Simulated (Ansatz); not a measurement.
Molecule: Si2H3, net charge 0, doublet state. It need not be the lowest isomer of its formula. 
Structure (B3LYP-D3(BJ)/def2-TZVP (Ansatz, a first-principles code) minimum search):
```
Si
H 1 1.4867
H 1 1.4882 2 107.07
Si 1 2.2897 2 123.24 3 -169.48
H 4 1.5229 1 88.47 2 -175.26
```
Charge 0, spin multiplicity 2.

Quantity: vertical electron affinity (to the singlet state of charge -1; a negative value means that the extra electron is unbound and the number depends on the basis; each state is the SCF solution reached for its spin; the UHF <S^2> is 0.94 for the doublet (pure: 0.75); for the singlet the Hartree-Fock reference is unstable and T1 is 0.021; for the doublet T1 is 0.050), in eV. Cores are frozen in the correlated levels unless marked. UHF or UKS for open shells. No spin-orbit coupling. No relativistic terms. Anions need diffuse functions: aug- sets have them; def2-D sets add few. CBS marks a two-point X^-3 extrapolation of the correlation energy; Hartree-Fock from the larger set. [CCSD(T)-MP2]/basis is that difference in the basis named.

| level | program | vertical electron affinity (eV) |
|---|---|---|
| r2SCAN/def2-TZVPD | Ansatz | [?] |
| BHLYP/def2-TZVPD | Ansatz | 1.74 |
| CAM-B3LYP/def2-TZVPD | Ansatz | 1.90 |
| wB97X-V/def2-TZVPD | Ansatz | 1.90 |
| wB97X/def2-TZVPD | Ansatz | [?] |
| SCS-MP2/def2-SVPD | Ansatz | 1.89 |
| SCS-MP2/aug-cc-pV(T+d)Z | Ansatz | 2.25 |
| CCSD/aug-cc-pV(D+d)Z | Ansatz | [?] |
| CCSD/aug-cc-pV(T+d)Z | Ansatz | 2.01 |
| RI-MP2/CBS(aug-cc-pV(T+d)Z,aug-cc-pV(Q+d)Z)+[CCSD(T)-MP2]/aug-cc-pV(T+d)Z | Ansatz | [?] |

What belongs in the gaps?


- r2SCAN/def2-TZVPD, vertical electron affinity (eV): 2.00
- wB97X/def2-TZVPD, vertical electron affinity (eV): 1.91
- CCSD/aug-cc-pV(D+d)Z, vertical electron affinity (eV): 1.95
- RI-MP2/CBS(aug-cc-pV(T+d)Z,aug-cc-pV(Q+d)Z)+[CCSD(T)-MP2]/aug-cc-pV(T+d)Z, vertical electron affinity (eV): 2.27
